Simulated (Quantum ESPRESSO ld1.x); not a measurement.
Values are calculated unless marked as measured or tabulated.
Task: Species: Sr4+. Configuration: [Ar] 3d10 4s2 4p4 (the NIST ground configuration). Code: ld1.x of Quantum ESPRESSO 7.5. Model: Dirac Kohn-Sham, PBE, spin-unpolarised, spherical densities, point nucleus; open shells fill j = l - 1/2 first. Some entries of the table are withheld. Estimate them.

| orbital | occ. | eigenvalue (eV) | <1/r> (bohr^-1) |
|---|---|---|---|
| 1s1/2 | 2 | (1) | (2) |
| 2s1/2 | 2 | -2205.07 | 8.781 |
| 2p1/2 | 2 | -2011.12 | 8.752 |
| 2p3/2 | 4 | -1942.70 | 8.412 |
| 3s1/2 | 2 | -381.186 | 2.937 |
| 3p1/2 | 2 | (3) | 2.828 |
| 3p3/2 | 4 | (4) | 2.746 |
| 3d3/2 | 4 | (5) | 2.526 |
| 3d5/2 | 6 | (6) | 2.505 |
| 4s1/2 | 2 | -84.0273 | 1.039 |
| 4p1/2 | 2 | -65.4793 | 0.9333 |
| 4p3/2 | 2 | -64.0826 | 0.9141 |

Result: 
(1) 1s1/2 eigenvalue (eV): -15979.9
(2) 1s1/2 <1/r> (bohr^-1): 39.00
(3) 3p1/2 eigenvalue (eV): -310.724
(4) 3p3/2 eigenvalue (eV): -300.213
(5) 3d3/2 eigenvalue (eV): -176.551
(6) 3d5/2 eigenvalue (eV): -174.712
